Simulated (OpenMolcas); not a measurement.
**B2Cl4 (SMILES ClB(Cl)B(Cl)Cl): how far must the integration grid go?**

B2Cl4: 6 atoms, total charge 0, spin state singlet. As SMILES, `ClB(Cl)B(Cl)Cl`. The coordinates come from a GFN2-xTB relaxation.

| atom | x (Å) | y (Å) | z (Å) |
| --- | --- | --- | --- |
| Cl | -1.7767 | -1.3644 | 0.4604 |
| B | -0.1972 | -0.6851 | 0.4709 |
| Cl | 0.9732 | -1.4656 | 1.4602 |
| B | 0.1943 | 0.6902 | -0.4645 |
| Cl | 1.7790 | 1.3584 | -0.4665 |
| Cl | -0.9726 | 1.4665 | -1.4606 |

Program: OpenMolcas 26.06. Method: APF/ANO-S-VTZP (RICD fitting). Swept: integration grid. Watched: the energy change with the B2–B4 bond stretched from 1.709 to 2.136 Å. Each run: gradient. Hardware: 1 thread of Intel Xeon Platinum 8488C (Sapphire Rapids), shared host.

The last row is the best point of the sweep, not the limit.

| integration grid | value (eV) | from the best (eV) | wall time |
| --- | --- | --- | --- |
| Coarse | 0.8643 | -0.0018 | 45 s |
| SG1Grid | 0.8664 | +0.0003 | 50 s |
| Fine | 0.8661 | 0.0000 | 66 s |
| UltraFine | 0.8661 | 0.0000 | 2.5 min |

Q: Which is the coarsest setting good to 0.001 eV?

A: SG1Grid: it is 0.0003 eV off and takes 50 s, against 2.5 min for UltraFine.
